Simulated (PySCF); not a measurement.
B(F)(Me)(SH) (CH₄BFS), SMILES FB(S)C. Atoms are numbered in the order given.

```xyz
8

B     -0.1230    -0.4078     0.0000
F     -1.3994    -0.8013     0.0000
C      1.0037    -1.4964     0.0000
H      0.8783    -2.1487    -0.8824
H      2.0298    -1.1038     0.0000
H      0.8783    -2.1487     0.8824
S      0.1206     1.3920     0.0000
H      1.4712     1.3580     0.0000
```
Charge 0, spin multiplicity 1.

The structure is a stationary point at B3LYP-D3(BJ)/def2-SVP. The values are those of a single conformer.

Calculation: PBE/def2-TZVPD (PySCF).

Mulliken values depend strongly on the basis, most of all with diffuse functions as here. ESP charges are fitted to the potential on shells at 1.4 to 2.0 van der Waals radii. Atomic charges (e):

| atom | Mulliken | ESP fit | meta-Löwdin |
|---|---|---|---|
| B1 | 0.35 | 0.49 | ? |
| F2 | -0.25 | -0.19 | -0.27 |
| C3 | -0.49 | -0.94 | -0.48 |
| H4 | 0.19 | 0.25 | 0.15 |
| H5 | 0.19 | 0.23 | 0.13 |
| H6 | 0.19 | 0.25 | 0.15 |
| S7 | -0.37 | -0.28 | ? |
| H8 | 0.17 | 0.18 | ? |

Question: Fill in the missing entries. (Estimate from the structure and the level; the computed values follow.)

Answer: 
- B1, meta-Löwdin: 0.29
- S7, meta-Löwdin: -0.07
- H8, meta-Löwdin: 0.11
